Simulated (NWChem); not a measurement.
Correlation energy of Al₂

```xyz
2

Al     0.0000     0.0000     1.2411
Al     0.0000     0.0000    -1.2411
```
Charge 0, spin multiplicity 3.

Everything below was run with NWChem. The geometry was optimised at UPBE0/def2-SVP, a minimum by its harmonic frequencies.

Basis set: 6-31G*. Each correlation energy counts from its own Hartree-Fock reference.

The correlated methods keep 10 core orbitals frozen. The Pople sets run with spherical d functions. This spin state was chosen for the runs; another may lie lower. The structure started from a generated list of species. The unpaired electrons of the parent sit in orbitals of symmetry b2u and b3u (D2h labels of the run); other states weren't searched. The stability of the SCF solutions was not checked. Open-shell Hartree-Fock references start from PBE0 orbitals. No row is a measurement; the coupled-cluster row has its own basis-set and correlation limits.

Question: Order these methods by the correlation energy they give, lowest first: UMP2, SCS-UMP2, CCSD on UHF, CCSD[T] on UHF.

Answer: CCSD[T] on UHF (-119.3 mHa), CCSD on UHF (-112.1 mHa), SCS-UMP2 (-87.6 mHa), UMP2 (-86.7 mHa)
